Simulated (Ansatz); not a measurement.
A series at Si: from `N[Si](N)(N)O`, ligands are replaced one by one, each step taking up HCl and setting free NH₃; n counts the steps. Ansatz, PBE0-D4/def2-TZVP geometries. Each molecule was computed in one conformer, which needn't be the lowest.

CBS adds triple-zeta CCSD(T) − MP2 to the MP2 limit, frozen cores; atoms without spin–orbit coupling. 

```json
{"n": "0", "molecule": "`N[Si](N)(N)O`", "atomization energy, CCSD(T)/CBS (kJ/mol)": "4464.0"}
{"n": "1", "molecule": "`N[Si](N)(O)Cl`", "atomization energy, CCSD(T)/CBS (kJ/mol)": "3712.4"}
{"n": "2", "molecule": "`N[Si](O)(Cl)Cl`", "atomization energy, CCSD(T)/CBS (kJ/mol)": "?"}
{"n": "3", "molecule": "`O[Si](Cl)(Cl)Cl`", "atomization energy, CCSD(T)/CBS (kJ/mol)": "2163.4"}
```

Question: By hand: fit a straight line y = ȳ + b (n − n̄) to the 3 given rows and predict n = 2.

Answer: n̄ = 1.333, ȳ = 3446.60; Σ(n − n̄)(y − ȳ) = -3583.80, Σ(n − n̄)² = 4.667, so b = -767.90 kJ/mol a step. Prediction: 3446.60 + (-767.90) × (0.667) = 2934.4 kJ/mol.

Question: By hand: compare with the computed value, 2939.2 kJ/mol, and give the steps along the whole series.

Answer: The line misses by 4.8 kJ/mol (computed minus predicted). Steps: -751.6, -773.2, -775.8 kJ/mol.

The steps differ by up to 24.2 kJ/mol, small against a whole step but well beyond the method's doubt, so the ligands' effects don't simply add. The miss is 0.2 % of the series' range. The energies themselves are unsure by some kJ/mol a bond, though much of that is common to the series.
